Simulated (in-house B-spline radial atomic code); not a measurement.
# Ionising As6+ with different functionals

Computed with an all-electron radial atomic-structure program (B-spline basis): four-component Dirac-Coulomb Hamiltonian, Fermi nucleus of rms radius 4.0968 fm, spin-restricted, spherical fractional occupations for the functionals, and exact exchange of hybrids averaged over the configuration. The ionisation energy is the difference of two self-consistent energies, [Ar] 3d9 → [Ar] 3d8, without Breit or QED terms; ε is the level of the shell that loses the electron (mean over j). The electron is taken from both j subshells in proportion to 2j + 1, so the result is a j average, not the step between ground levels.

```
   method                    rung  ΔSCF (eV)  -ε(3d) (eV)
    B97-1           global hybrid     151.72       140.25
     PBE0           global hybrid     151.71       141.00
  LC-wPBE  range-separated hybrid     151.83       142.20
CAM-B3LYP  range-separated hybrid     151.80       142.20
```

**Question.** Among the functionals, which spreads more, the ΔSCF values or the orbital energies?

**Answer.** The orbital energies: ΔSCF values span about 0.12 eV and the orbital energies 1.95 eV; here energy differences depend much less on the functional than eigenvalues do.

**Question.** How do they compare with the NIST value?

**Answer.** NIST lists 147 eV ± 2 (tabulated theory, ground level to ground level). Errors run from +4.71 to +4.83 eV. The correlated functionals all miss on the same side by more than they spread, so the cause is common to them (Breit-QED terms, spin polarisation, the choice among j levels, multiplet and fine-structure energies, or a listed next ion that isn't the cheapest removal here) and closeness doesn't rank the functionals.
